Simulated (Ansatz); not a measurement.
Cost and result for the atomization energy of CH6BClOSn (11 atoms, 10 bonds).

```tsv
atom	x (Å)	y (Å)	z (Å)
B1	-0.577	0.321	2.077
C2	-0.545	-0.054	0.558
Cl3	1.003	-0.853	2.032
O4	-0.081	0.706	-0.363
Sn5	0.598	0.023	-2.153
H6	-1.435	-0.216	2.721
H7	-0.249	1.439	2.350
H8	-0.876	-1.054	0.240
H9	-0.120	-1.513	-2.264
H10	0.002	1.179	-3.238
H11	2.279	0.022	-1.962
```

Total charge 0; spin multiplicity 1. Correlated methods include outer-core shells of Sn, which these sets cover unevenly. Sn takes the def2 core potential. The bonds changed during the relaxation, so this is another structure than the one it started from. Geometry: relaxed with PBE0-D4/def2-TZVP. It is one conformer, not always the lowest. Program: Ansatz. All runs use 4 threads of an Intel Xeon Platinum 8488C on a shared host. Times are those of one run each, without the atoms' runs, and a repeat can differ threefold. Electronic energies, without spin–orbit coupling; frozen cores. CCSD(T)/CBS adds CCSD(T) − MP2 in def2-TZVPP to the MP2 limit, and its time is that of the two runs behind it. T1 = 0.016. With those shells the extrapolation isn't a true limit. B3LYP takes the VWN-RPA correlation (the form of Gaussian; ORCA's B3LYP/G). HSE06 is the plane-wave form, built on full-range PBE exchange.

CCSD(T)/CBS is a level of theory with its own doubt, some kJ/mol a heavy atom from the limit and from the frozen cores, so smaller differences don't rank the functionals.

```
                             level  functions  wall time
   PBE-D4/def2-TZVPP (with forces)        269      2.1 s
               HSE06-D4/def2-TZVPP        269      2.9 s
           CAM-B3LYP-D4/def2-TZVPP        269      3.2 s
r2SCAN-D4/def2-TZVPP (with forces)        269      3.4 s
             r2SCANh-D4/def2-TZVPP        269      3.8 s
 B3LYP-D4/def2-TZVPP (with forces)        269      4.1 s
                 B2PLYP/def2-TZVPP        269      5.5 s
               PBE-QIDH/def2-TZVPP        269      5.5 s
                  CCSD(T)/def2-SVP        116      6.5 s
  ωB97M-V/def2-TZVPP (with forces)        269      8.5 s
                    MP2/def2-QZVPP        503       19 s
                CCSD(T)/def2-TZVPP        269      3 min
                 CCSD(T)/CBS(def2)          –    3.4 min
```

What atomization energy does each give, and how far from CCSD(T)/CBS? (An estimate is asked.)

Ansatz gave: 
```csv
level,atomization (kcal/mol),difference from CCSD(T)/CBS,per bond
PBE-D4/def2-TZVPP (with forces),845.6,16.1,1.6
HSE06-D4/def2-TZVPP,828.7,-0.8,-0.1
CAM-B3LYP-D4/def2-TZVPP,832.0,2.5,0.3
r2SCAN-D4/def2-TZVPP (with forces),835.3,5.8,0.6
r2SCANh-D4/def2-TZVPP,828.5,-1.0,-0.1
B3LYP-D4/def2-TZVPP (with forces),828.1,-1.4,-0.1
B2PLYP/def2-TZVPP,817.0,-12.5,-1.3
PBE-QIDH/def2-TZVPP,820.6,-8.9,-0.9
CCSD(T)/def2-SVP,778.8,-50.7,-5.1
ωB97M-V/def2-TZVPP (with forces),831.7,2.2,0.2
MP2/def2-QZVPP,828.0,-1.5,-0.2
CCSD(T)/def2-TZVPP,807.7,-21.8,-2.2
CCSD(T)/CBS(def2),829.5,0.0,0.0
```

From r2SCAN to r2SCAN0 (25 % exact exchange), in def2-TZVPP and without D4, the atomization energy moves by −16.6 kcal/mol: exact exchange takes away binding that semilocal exchange gives to molecules. Leaving LDA and LC-ωPBE aside and taking each functional with its dispersion term where it has one, the values, not all of them listed here, spread over 42.7 kcal/mol, from BHLYP-D4 to PBE-D4. LDA lies +121.2 kcal/mol from PBE without D4, its usual overbinding. In def2-TZVPP, CCSD(T) changes the Hartree–Fock value by +216.9 kcal/mol (the triples alone add +15.1 kcal/mol) and MP2 by +224.2 kcal/mol; breaking electron pairs costs correlation energy, which Hartree–Fock lacks.

Spin–orbit coupling would lower the free Sn atoms strongly, and the atomization energy with them, by more than many differences here. For some Ge, Se and Sn compounds the MP2-based and the directly extrapolated limit differ by 10 to 25 kJ/mol.
